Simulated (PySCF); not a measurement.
Level of theory: B3LYP-D3(BJ)/def2-TZVP // PBE0-D4/def2-TZVP in PySCF. Gas-phase values, no solvent. One relaxed conformer stands for a flexible species; it need not be the lowest. B3LYP has the VWN-RPA correlation part, as in Gaussian. Excitations are Tamm–Dancoff values on a coarser integration grid. The basis has no diffuse functions, so Rydberg states are missing or too high.

Reference species (SMILES): `[Cl][In]([Cl])[Cl]` (neutral, multiplicity 1).

The HOMO–LUMO gap comes out as 5.96 eV and the S1 excitation (TDA) is 4.88 eV. The LUMO comes out as -3.20 eV and the HOMO is -9.16 eV.

After one change: the HOMO–LUMO gap falls by 0.72 eV; the S1 excitation (TDA) falls by 0.69 eV; the LUMO goes up by 0.84 eV; the HOMO rises by 1.56 eV.

Q: What was changed between the two runs? The new species is one of these.
(A) `[SH][In]([SH])[SH]`
(B) `[SH][In]([SH])[Cl]` (H–S–In–Cl torsion -180°, Cl–In–S–H torsion 0°)
(C) `[SH][In]([Cl])[Cl]` (H–S–In–Cl torsion 0°)

A: B, `[SH][In]([SH])[Cl]` (H–S–In–Cl torsion -180°, Cl–In–S–H torsion 0°)
